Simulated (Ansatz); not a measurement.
Energy landscape of H2B (cation, charge +1), singlet: symmetric bend, bond length relaxed. Scanned: H-B-H angle. Other coordinates (B-H bond length) were minimised at B3LYP/def2-TZVP.

The free coordinates were minimised at B3LYP/def2-TZVP in PySCF; the energy column is full CI/cc-pVDZ, frozen core in Ansatz (a quantum-chemistry and plane-wave program), in kcal/mol.

```json
[
 {"a / °": "180", "B-H bond length / Å": "1.174", "E": "0.0"},
 {"a / °": "169.59", "B-H bond length / Å": "1.174", "E": "0.8"},
 {"a / °": "159.94", "B-H bond length / Å": "1.176", "E": "3.1"},
 {"a / °": "148.37", "B-H bond length / Å": "1.178", "E": "7.7"},
 {"a / °": "139.13", "B-H bond length / Å": "1.180", "E": "13.0"},
 {"a / °": "131.34", "B-H bond length / Å": "1.183", "E": "18.6"},
 {"a / °": "121.70", "B-H bond length / Å": "1.187", "E": "27.0"},
 {"a / °": "110.23", "B-H bond length / Å": "1.193", "E": "39.4"},
 {"a / °": "98.16", "B-H bond length / Å": "1.201", "E": "55.6"},
 {"a / °": "89.58", "B-H bond length / Å": "1.206", "E": "69.2"},
 {"a / °": "81.81", "B-H bond length / Å": "1.212", "E": "83.1"},
 {"a / °": "70.11", "B-H bond length / Å": "1.219", "E": "107.1"}
]
```

The scan ran from 180.0 to 60.0; beyond the range shown the relaxed coordinates jump or full CI changes its symmetry label.
